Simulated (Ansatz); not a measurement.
`[BH2][AlH][CH3]` + `CO[SiH2]O[SiH3]` → `CO[SiH2][AlH][CH3]` + `BO[SiH3]`  (redistribution)

Computed with Ansatz on PBE0-D4/def2-TZVP structures; ΔE is electronic, products minus reactants. CCSD(T)/CBS is the MP2 limit (def2-TZVPP, def2-QZVPP) plus CCSD(T) − MP2 in def2-TZVPP, frozen cores. DFT in def2-TZVPP. B3LYP here is the variant with VWN-RPA as its local correlation; programs differ in this. Each species was taken in one conformer, which may not be the lowest.

Problem. Is it downhill or uphill in electronic energy at CCSD(T)/CBS, and by how much? (An estimate is asked.)

Solution. Ansatz gave: Downhill: ΔE = -0.31 eV.

Problem. What do these levels give: r2SCAN-D4, B3LYP-D4, ωB97M-V, PBE, PBE0, B3LYP, HF/def2-TZVPP, CCSD/def2-TZVPP, HF/def2-QZVPP, MP2/def2-QZVPP, HF/CBS(def2), CCSD/CBS(def2)? (Best estimate.)

Solution. Ansatz gave: r2SCAN-D4 -0.38, B3LYP-D4 -0.37, ωB97M-V -0.33, PBE -0.53, PBE0 -0.45, B3LYP -0.37, HF/def2-TZVPP -0.15, CCSD/def2-TZVPP -0.29, HF/def2-QZVPP -0.13, MP2/def2-QZVPP -0.30, HF/CBS(def2) -0.13, CCSD/CBS(def2) -0.27 eV.

Largest T1 diagnostic among the species: 0.013.

In def2-TZVPP, CCSD(T) changes the Hartree–Fock value by −0.18 eV (the triples alone add −0.04 eV) and MP2 by −0.17 eV. From PBE to PBE0 (25 % exact exchange), in def2-TZVPP and without D4, ΔE moves by +0.09 eV.
